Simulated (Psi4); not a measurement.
CH2Cl6Si2, charge -1, doublet, geometry from GFN2-xTB (a state made from the parent by changing its charge; the spin is typed, not shown lowest) (a gas-phase anion, which may not be bound at this level); MP2/STO-3G run with Psi4 1.11.

Here is a job for Psi4.
```
memory 2 GB

molecule mol {
-1 2
  Cl    3.087990   -0.396772   -1.265694
  Si    1.473981    0.293217   -0.194612
  Cl    2.179332    0.667664    1.668849
  Cl    0.976619    2.069056   -1.021812
  C     0.105443   -0.995103   -0.215735
  Si   -1.635604   -0.253433    0.203303
  Cl   -2.051876    0.257377   -1.987281
  Cl   -1.203103   -0.203777    2.439484
  Cl   -2.916123   -1.884244    0.276264
  H     0.336163   -1.781037    0.505877
  H     0.055626   -1.463471   -1.199885
}

set basis sto-3g
set reference uhf
set freeze_core true
set mp2_type conv
set scf_type pk
set puream true
set d_convergence 1e-8

energy('mp2')
print_variables()
```

Task: What does Psi4 print? Leave out banner, timings and long lists.

Result: 
```
   => Loading Basis Set <=

    Name: STO-3G
    Role: ORBITAL
    Keyword: BASIS

         ---------------------------------------------------------
                                   SCF
               by Justin Turney, Rob Parrish, Andy Simmonett
                          and Daniel G. A. Smith
                              UHF Reference
         ---------------------------------------------------------

  ==> Geometry <==

    Molecular point group: c1
    Full point group: C1

    Geometry (in Angstrom), charge = -1, multiplicity = 2:

       Center              X                  Y                   Z               Mass
    ------------   -----------------  -----------------  -----------------  -----------------
         CL           3.089113900320    -0.410038293032    -1.268534843183    34.968852682000
         SI           1.475104900320     0.279950706968    -0.197452843183    27.976926534650
         CL           2.180455900320     0.654397706968     1.666008156817    34.968852682000
         CL           0.977742900320     2.055789706968    -1.024652843183    34.968852682000
         C            0.106566900320    -1.008369293032    -0.218575843183    12.000000000000
         SI          -1.634480099680    -0.266699293032     0.200462156817    27.976926534650
         CL          -2.050752099680     0.244110706968    -1.990121843183    34.968852682000
         CL          -1.201979099680    -0.217043293032     2.436643156817    34.968852682000
         CL          -2.914999099680    -1.897510293032     0.273423156817    34.968852682000
         H            0.337286900320    -1.794303293032     0.503036156817     1.007825032230
         H            0.056749900320    -1.476737293032    -1.202725843183     1.007825032230

  Running in c1 symmetry.

  Rotational constants: A =      0.02187  B =      0.01138  C =      0.00935 [cm^-1]
  Rotational constants: A =    655.61951  B =    341.06744  C =    280.43660 [MHz]
  Nuclear repulsion = 1313.922592238855714

  Charge       = -1
  Multiplicity = 2
  Electrons    = 139
  Nalpha       = 70
  Nbeta        = 69

  ==> Algorithm <==

  SCF Algorithm Type is PK.
  DIIS enabled.
  MOM disabled.
  Fractional occupation disabled.
  Guess Type is SAD.
  Energy threshold   = 1.00e-08
  Density threshold  = 1.00e-08
  Integral threshold = 1.00e-12

  ==> Primary Basis <==

  Basis Set: STO-3G
    Blend: STO-3G
    Number of shells: 45
    Number of basis functions: 79
    Number of Cartesian functions: 79
    Spherical Harmonics?: true
    Max angular momentum: 1

  ==> Integral Setup <==

  Using in-core PK algorithm.
   Calculation information:
      Number of atoms:                  11
      Number of AO shells:              45
      Number of primitives:            135
      Number of atomic orbitals:        79
      Number of basis functions:        79

      Integral cutoff                 1.00e-12
      Number of threads:                 1

  Performing in-core PK
  Using 9988760 doubles for integral storage.
  We computed 242057 shell quartets total.
  Whereas there are 536130 unique shell quartets.

  ==> DiskJK: Disk-Based J/K Matrices <==

    J tasked:                  Yes
    K tasked:                  Yes
    wK tasked:                  No
    Schwarz Cutoff:          1E-12

  Minimum eigenvalue in the overlap matrix is 2.4534754148E-01.
  Reciprocal condition number of the overlap matrix is 1.0849107046E-01.
    Using symmetric orthogonalization.

  ==> Pre-Iterations <==

  SCF Guess: Superposition of Atomic Densities via on-the-fly atomic UHF (no occupation information).

   -------------------------
    Irrep   Nso     Nmo
   -------------------------
     A         79      79
   -------------------------
    Total      79      79
   -------------------------

  ==> Iterations <==

                        Total Energy        Delta E     RMS |[F,P]|

   @UHF iter SAD: -3333.96188170082905   -3.33396e+03   0.00000e+00
[...]
  @UHF Final Energy: -3337.55173276096457
    Total Energy =                      -3337.5517327609645690
  DIE_IF_NOT_CONVERGED          => (empty)
[...]
  ORTH_TYPE                     => (empty)
  OS_SCALE                      => (empty)
  PARENT_SYMMETRY               => (empty)
  PCG_BETA_TYPE                 => (empty)
  PCG_CONVERGENCE               => (empty)
  PCG_MAXITER                   => (empty)
  PCM                           => (empty)
  PE                            => (empty)
  PRINT                         => (empty)
  PRINT_NOONS                   => (empty)
  PROPERTIES                    => (empty)
  PROPERTIES_ORIGIN             => (empty)
  PUREAM                        => TRUE            !
  QC_MODULE                     => (empty)
  RAS1                          => (empty)
  RAS2                          => (empty)
  RAS3                          => (empty)
  RAS4                          => (empty)
  RELATIVISTIC                  => (empty)
  RELAXED                       => (empty)
  REMP_A                        => (empty)
  RESTRICTED_DOCC               => (empty)
  RESTRICTED_UOCC               => (empty)
  RMS_MOGRAD_CONVERGENCE        => (empty)
  R_CONVERGENCE                 => (empty)
  SCF_TYPE                      => PK              !
  SCREENING                     => (empty)
  SCS_TYPE                      => (empty)
  SOCC                          => (empty)
  SOS_TYPE                      => (empty)
  SPIN_SCALE_TYPE               => NONE            !
  SS_SCALE                      => (empty)
  SYMMETRIZE                    => (empty)
  TPDM_ABCD_TYPE                => (empty)
  WFN                           => (empty)
  WFN_TYPE                      => OMP2            !
  WRITER_FILE_LABEL             => (empty)
  ZORA_BASIS_TOLERANCE          => (empty)
  ZORA_NR_DEBUG                 => (empty)
  ZORA_PRUNING_SCHEME           => (empty)
  ZORA_RADIAL_POINTS            => (empty)
  ZORA_SPHERICAL_POINTS         => (empty)

 ==============================================================================
 ==============================================================================
 ==============================================================================

                             MP2
                    Program Written by Ugur Bozkaya,
              Additional Contributions by J. P. Misiewicz

 ==============================================================================
 ==============================================================================
 ==============================================================================

	MO spaces per irreps...

	IRREP   FC   AOCC  BOCC  AVIR    BVIR  FV
	==========================================
	   A    41    29    28     9     10     0
	==========================================

	Computing MP2 energy using SCF MOs (Canonical MP2)...
	==============================================================================
	Nuclear Repulsion Energy (a.u.)    :  1313.92259223885571
	SCF Energy (a.u.)                  : -3337.55173276096457
	REF Energy (a.u.)                  : -3337.55173276096457
	Alpha-Alpha Contribution (a.u.)    :    -0.00911040159434
	Alpha-Beta Contribution (a.u.)     :    -0.11037855436354
	Beta-Beta Contribution (a.u.)      :    -0.01080188816788
	Scaled_SS Correlation Energy (a.u.):    -0.00663742992074
	Scaled_OS Correlation Energy (a.u.):    -0.13245426523624
	SCS-MP2 Total Energy (a.u.)        : -3337.69082445612185
	SOS-MP2 Total Energy (a.u.)        : -3337.68418702620102
	SCSN-MP2 Total Energy (a.u.)       : -3337.58677839094617
	SCS-MP2-VDW Total Energy (a.u.)    : -3337.70297345543122
	SOS-PI-MP2 Total Energy (a.u.)     : -3337.70626273707330
	MP2 Correlation Energy (a.u.)      :    -0.13029084412575
	MP2 Total Energy (a.u.)            : -3337.68202360509031
	==============================================================================

  Variable Map:
  ----------------------------------------------------------------------------
[...]
  Array Variable Map:
  ----------------------------------------------------------------------------
[...]
[...]
```
